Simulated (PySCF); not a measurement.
hydronium (H3O), SMILES [OH3+], charge +1.

Geometry optimised at B3LYP-D3(BJ)/def2-TZVPD.

Two levels are set side by side: TDA-PBE/def2-TZVPD (PySCF) and EOM-CCSD/aug-cc-pVDZ (PySCF). Vertical, same geometry; the bases differ. Differences are taken from unrounded values.

| quantity | EOM-CCSD |
|---|---|
| lowest singlet excitation (eV) | 11.70 |
| lowest triplet excitation (TDA for PBE) (eV) | 10.96 |

Task: What does TDA-PBE give, and how far is it from EOM-CCSD? (Estimate from the structure and the level; the computed values follow.)

Result: 
| quantity | TDA-PBE | TDA-PBE minus EOM-CCSD |
|---|---|---|
| lowest singlet excitation (eV) | 10.85 | -0.86 |
| lowest triplet excitation (TDA for PBE) (eV) | 10.05 | -0.91 |

A lower first singlet is the usual sign of a functional without exact exchange. Differences between two approximate levels are no errors against the true value.

Rough cost on one machine, each run with all the roots and properties that it gave: EOM-CCSD against TDA-PBE within a factor of 2.
